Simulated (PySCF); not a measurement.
## Atomic charges by several schemes

Compound: C2H10O3Si2.
Geometry (GFN2-xTB, Å), atoms numbered from 1 in this order:
```xyz
17
C2H10O3Si2 angstrom
C      1.8543    1.0465   -0.5182
O      1.5312    0.7345    0.8062
Si     1.1806   -0.7030    1.4650
O      0.0191   -1.5016    0.6638
Si    -1.1483   -1.5873   -0.4580
O     -1.5446   -0.1402   -1.0677
C     -1.8863    1.0402   -0.4000
H      1.8112    2.1315   -0.6282
H      1.1475    0.5819   -1.2105
H      2.8626    0.7019   -0.7598
H      0.6675   -0.2617    2.7492
H      2.2980   -1.6409    1.4485
H     -2.2437   -2.2395    0.2514
H     -0.6251   -2.2211   -1.6550
H     -1.8740    1.8529   -1.1283
H     -2.8859    0.9605    0.0339
H     -1.1715    1.2573    0.3978
```

Density: PBE0/pcSseg-1 (PySCF); schemes: Mulliken, IAO, Hirshfeld and ESP-fitted. The structure is a single GFN2-xTB conformer in the gas phase; no vibrational or solvent corrections.

Problem. Atoms with like bonding are taken together and averaged. Do the Mulliken, IAO, Hirshfeld and ESP-fitted schemes agree on where the charge is lowest?

Solution. All schemes agree: Mulliken O4 (-0.737); IAO O4 (-0.891); Hirshfeld O4 (-0.305); ESP-fitted O4 (-0.455).

Problem. At which atom do the 4 schemes differ most?

Solution. At Si3/Si5: from +0.449 (Hirshfeld) to +1.205 e (IAO), 0.756 e apart.

Problem. Give the atomic charges in each scheme.

Solution. In e; atoms taken as equivalent share a row and are averaged (×n: the atom named and its like, n in all):

| atom | environment | Mulliken | IAO | Hirshfeld | ESP-fitted |
| --- | --- | --- | --- | --- | --- |
| C1/C7 | methoxy carbon | -0.029 | -0.198 | -0.032 | -0.098 |
| O2/O6 | silyl ether oxygen | -0.644 | -0.643 | -0.227 | -0.407 |
| Si3/Si5 | oxygen-bound silicon | +1.014 | +1.205 | +0.449 | +0.698 |
| O4 | siloxane oxygen | -0.737 | -0.891 | -0.305 | -0.455 |
| H8 (×6) | methyl hydrogen | +0.112 | +0.139 | +0.044 | +0.097 |
| H11/H12/H13/H14 | Si–H hydrogen | -0.154 | -0.168 | -0.085 | -0.128 |

Mean size of the charges over all atoms: IAO 0.382 e, Mulliken 0.318 e, ESP-fitted 0.233 e, Hirshfeld 0.137 e. Each set sums to the total charge, 0, to within 0.001 e. The IAO scheme counts the electrons in orthogonalised intrinsic atomic orbitals, a minimal basis polarised so that it spans the occupied orbitals exactly.

Problem. Sum the charges by element.

Solution. 
```
element  atoms  Mulliken     IAO  Hirshfeld  ESP-fitted
      C      2    -0.058  -0.397     -0.064      -0.197
      O      3    -2.025  -2.178     -0.760      -1.269
     Si      2    +2.027  +2.410     +0.899      +1.396
      H     10    +0.056  +0.165     -0.075      +0.070
```

Problem. How many electrons does the ESP-fitted scheme count on O6?

Solution. Its own charge is -0.409 e, so Z − q = 8.409.

Problem. How closely do the schemes follow one another over all atoms?

Solution. Correlation coefficient and root-mean-square difference: IAO with ESP-fitted 1.00, 0.224 e; Hirshfeld with ESP-fitted 1.00, 0.120 e; IAO with Hirshfeld 0.99, 0.340 e; Mulliken with Hirshfeld 0.99, 0.268 e; Mulliken with ESP-fitted 0.99, 0.154 e; Mulliken with IAO 0.99, 0.097 e.
